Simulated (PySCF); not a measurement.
C₇H₁₀NPSi.
Numbering: `[SiH3:1][N:2]=[P@:3]12[CH:4]=[CH:5][C@H:6]([CH:7]=[CH:8]1)[CH:9]=[CH:10]2`

Cartesian coordinates in Å at the GFN2-xTB level; atoms count from 1:
```
atom  x, y, z in Å
Si1    3.4921    0.0942   -0.0461
N2     1.9908    0.9388   -0.0223
P3     0.5399    0.3806   -0.0059
C4    -0.1846   -0.6143   -1.3560
C5    -1.4803   -0.8407   -1.2070
C6    -2.1600   -0.2921    0.0275
C7    -1.9600    1.2100    0.0311
C8    -0.7221    1.6772    0.0162
C9    -1.4476   -0.8505    1.2389
C10   -0.1483   -0.6255    1.3548
H11    3.6462   -0.7592   -1.2340
H12    3.6747   -0.7740    1.1270
H13    4.4784    1.1708   -0.0519
H14    0.4174   -0.9425   -2.1883
H15   -2.0873   -1.3903   -1.9103
H16   -3.2200   -0.5474    0.0404
H17   -2.8443    1.8281    0.0450
H18   -0.4301    2.7142    0.0167
H19   -2.0358   -1.4064    1.9532
H20    0.4756   -0.9603    2.1681
```

NICS is the negative of the GIAO shielding at a point without a nucleus: at the ring centre (0) and 1 Å above and below it (1); zz is the component along the ring normal. Level: GIAO PBE0/pcSseg-1 (PySCF, non-relativistic, gas phase) on the GFN2-xTB geometry, one conformer.

Ring bond lengths (Å), with Mayer bond orders in brackets: P3–C4 1.827 (0.87), C4–C5 1.324 (1.84), C5–C6 1.512 (0.98), C6–C7 1.515 (0.97), C7–C8 1.323 (1.84), C8–P3 1.810 (0.90); P3–C4 1.827 (0.87), C4–C5 1.324 (1.84), C5–C6 1.512 (0.98), C6–C9 1.512 (0.98), C9–C10 1.324 (1.84), C10–P3 1.827 (0.87).

Q: What do the NICS probes read (ppm)?

A: 
```tsv
ring	type	NICS(0)	NICS(1), two faces	NICS(1)zz, two faces	rms pucker (Å)	centre to ring atoms, mean (Å)
P3–C4–C5–C6–C7–C8	6-membered ring with P; formal bonds 2 double, 4 single	-2.3	-4.2 / -4.6	-5.3 / -5.1	0.35	1.47
P3–C4–C5–C6–C9–C10	6-membered ring with P; formal bonds 2 double, 4 single	-2.3	-4.3 / -4.6	-4.9 / -4.8	0.36	1.47
```

Q: What do they say, and how far can they be read as aromaticity?

A: 
- P3–C4–C5–C6–C7–C8: mean NICS(1)zz -5.2 ppm, shielded. P3, C6 have four or more neighbours, so the value isn't read as a sign of a π ring current.
- P3–C4–C5–C6–C9–C10: mean NICS(1)zz -4.8 ppm, shielded. P3, C6 have four or more neighbours, so the value isn't read as a sign of a π ring current.

Q: What is the mean of the two in-plane components of NICS at the second NICS(1) probe listed for ring P3–C4–C5–C6–C7–C8, 1 Å off the ring?

A: The isotropic value is a third of the trace: (3 × -4.6 − (-5.1))/2 = -4.3 ppm.

Q: How shielded are the nuclei of the rings and their hydrogens (means over atoms taken as equivalent)?

A: 
```json
{"atoms": "P3", "environment": "phosphorus bonded to 3 C and N", "σ isotropic (ppm)": "349.7"}
{"atoms": "C4 (×3)", "environment": "alkene CH carbon", "σ isotropic (ppm)": "41.3"}
{"atoms": "C5 (×3)", "environment": "alkene CH carbon", "σ isotropic (ppm)": "27.9"}
{"atoms": "C6", "environment": "sp3 carbon at a ring junction", "σ isotropic (ppm)": "135.2"}
{"atoms": "H14 (×3)", "environment": "vinylic hydrogen", "σ isotropic (ppm)": "24.48"}
{"atoms": "H15 (×3)", "environment": "vinylic hydrogen", "σ isotropic (ppm)": "24.10"}
{"atoms": "H16", "environment": "methine hydrogen", "σ isotropic (ppm)": "27.06"}
```
